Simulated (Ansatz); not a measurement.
```yaml
crystal:
  periodic: [false, false, false]
  atoms:
    - {symbol: Au, position_ang: [-0.376385, -2.479308, -1.698212]}
    - {symbol: Au, position_ang: [0.081155, -0.539698, -0.240315]}
    - {symbol: O, position_ang: [0.521980, 1.002671, 0.981975]}
    - {symbol: O, position_ang: [-0.226759, 2.016335, 0.956552]}
basis:
  gaussian: {orbitals: def2-SVP}
total_charge: -1
magnetization: {spin_polarized: true, initial_magnetization: 1}
hamiltonian: {xc: {name: CAM-B3LYP}}
scf: {omitted_lower_state_checks: [starts]}
output: {forces: true}
```

```sh
$ ansatz run in.yaml --threads 4 --pin off --events-out ev --progress --plain --max-ram 3916MiB
```

Shortened log:

```
Functional definition: CAM-B3LYP
912 factors; integrals over basis functions are off by at most 4.0e-4 eV
219 factors; integrals over basis functions are off by at most 3.5e-5 eV
mean field evaluation 1: about -11470.9292 eV, gradient 2.2e1 eV
mean field evaluation 2: about -11468.8418 eV, gradient 3.5e1 eV
mean field evaluation 4: about -11472.9427 eV, gradient 2.0e0 eV
mean field evaluation 8: about -11473.1313 eV, gradient 2.7e-1 eV
mean field evaluation 16: about -11473.1319 eV, gradient 1.2e-3 eV
mean field evaluation 32: about -11473.1319 eV, gradient 5.1e-5 eV
mean field -11473.13187177 eV, -421.6298195193 hartree, gradient 2.8e-6 eV, S^2 0.757181; 0 other end points of the search recorded, 0 dependent functions left out
reference -11473.13197549 eV, -421.6298233310 hartree; 28, 27 occupied and 64, 65 virtual orbitals, 912 factors
Total energy: -11473.13197549 eV, -421.6298233310 hartree
Atom 0 at    -0.376385    -2.479308    -1.698212 Å, force    -0.266035    -1.104586    -0.835254 eV/Å
Atom 1 at     0.081155    -0.539698    -0.240315 Å, force     0.058118     0.396309     0.270349 eV/Å
Atom 2 at     0.521980     1.002671     0.981975 Å, force     1.512388    -1.032287     0.623619 eV/Å
Atom 3 at    -0.226759     2.016335     0.956552 Å, force    -1.304471     1.740563    -0.058714 eV/Å
Dipole moment:    -0.044224    -0.896286    -0.540820 e Å
Checks for a lower state left out: starts
```

Run time 9 s (4 threads of Intel Xeon on a shared host).

In the def2 sets Au takes a core potential; there is no spin–orbit coupling. The highest occupied level of an anion often lies above zero with these methods, and sets without diffuse functions describe the outer electron poorly.

The dipole of an ion depends on the origin.
